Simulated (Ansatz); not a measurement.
All numbers were calculated with Ansatz.

A structure relaxed at PBE0-D4/def2-TZVP, charge 0, multiplicity 1:

```
atom   x (Å)   y (Å)   z (Å)
  C1  -0.669   2.466   0.437
  C2  -0.786   1.145   0.490
  S3   0.242   0.118   1.479
 Si4   0.271  -1.639   0.246
  N5   1.151  -1.590  -1.220
  H6  -1.373   3.055  -0.139
  H7   0.113   2.994   0.969
  H8  -1.583   0.639  -0.050
  H9  -1.137  -1.931  -0.126
 H10   0.871  -2.658   1.137
 H11   0.750  -1.130  -2.022
 H12   2.151  -1.467  -1.202
```

(1) Give its formula and SMILES.

(2) Summarise the bond lengths by kind.

Results:

(1) C2H7NSSi, `C=CS[SiH2]N`.

(2) 1 × C–C 1.327 Å; 3 × C–H 1.084 to 1.087 Å; 1 × C–S 1.759 Å; 1 × S–Si 2.146 Å; 1 × N–Si 1.710 Å; 2 × H–Si 1.481 to 1.484 Å; 2 × H–N 1.008 Å.
